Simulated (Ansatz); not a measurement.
`C[NH][Ga]([NH2])[F]` + HCl → `[NH2][Ga]([F])[Cl]` + CH₃NH₂  (ligand exchange at a Ga–N bond)

Program: Ansatz. Geometries: PBE0-D4/def2-TZVP. ΔE: electronic, gas phase. CBS: MP2 limit from def2 TZ/QZ plus the TZ coupled-cluster correction, frozen cores. This one scheme is used for every species. DFT in def2-TZVPP. B3LYP here is the variant with VWN-RPA as its local correlation; programs differ in this. For Ga outer-core shells are correlated without core-valence functions, which leaves a few kJ/mol of doubt a bond. Scalar relativity is left out up to krypton. Each species was taken in one conformer, which may not be the lowest.

| level | ΔE (kJ/mol) | difference from CCSD(T)/CBS |
| --- | --- | --- |
| PBE-D4 | -80.2 | -5.1 |
| B3LYP-D4 | -80.4 | -5.3 |
| r2SCAN0-D4 | -86.6 | -11.5 |
| CAM-B3LYP-D4 | -78.7 | -3.6 |
| PBE | -83.3 | -8.2 |
| PBE0 | -86.7 | -11.6 |
| LC-ωPBE | -80.6 | -5.5 |
| HF/def2-SVP | -97.7 | -22.6 |
| MP2/def2-SVP | -80.5 | -5.4 |
| MP2/def2-TZVPP | -76.4 | -1.3 |
| CCSD(T)/CBS | -75.1 | 0 |

Largest T1 diagnostic among the species: 0.013.

At CCSD(T), def2-SVP lies −5.1 kJ/mol from the extrapolated value and def2-TZVPP −1.3 kJ/mol. Leaving LDA and LC-ωPBE aside and taking each functional with its dispersion term where it has one, the values, not all of them listed here, spread over 13.2 kJ/mol, from B97M-V to BLYP-D4. LDA lies +11.5 kJ/mol from PBE without D4.

CCSD(T)/CBS has its own doubt, a few kJ/mol and more with outer-core shells, so smaller differences from it don't rank the levels.
